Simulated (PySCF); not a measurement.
CH12N2Si3, SMILES [Si]([SiH2][SiH3])(N)(C)N. Geometry optimised at PBE-D3(BJ)/def2-SVP. This is a generated structure with no PubChem entry under its InChIKey; it may be hypothetical. One conformer was computed; it need not be the lowest.

Computed equilibrium geometry at PBE-D3(BJ)/def2-SVP (PySCF confirms it by a frequency run) as a Z-matrix (one conformer of several):
```
Si
N 1 1.7489
H 2 1.0226 1 119.15
H 2 1.0251 3 110.10 1 -142.11
N 1 1.7571 2 112.17 3 -91.62
H 5 1.0245 1 118.09 2 66.63
H 5 1.0249 6 109.23 1 -137.85
C 1 1.8854 2 110.36 3 151.11
H 8 1.1081 1 110.23 2 -57.68
H 8 1.1092 9 108.17 1 122.49
H 8 1.1101 9 108.19 10 116.78
Si 1 2.3687 2 102.14 3 35.00
H 12 1.5104 1 111.41 2 162.02
H 12 1.5123 13 106.99 1 -123.12
Si 12 2.3516 13 109.70 14 -117.61
H 15 1.5068 12 109.63 13 -68.89
H 15 1.5077 16 108.04 9 99.28
H 15 1.5083 16 108.07 17 116.38
```
Charge 0, spin multiplicity 1.
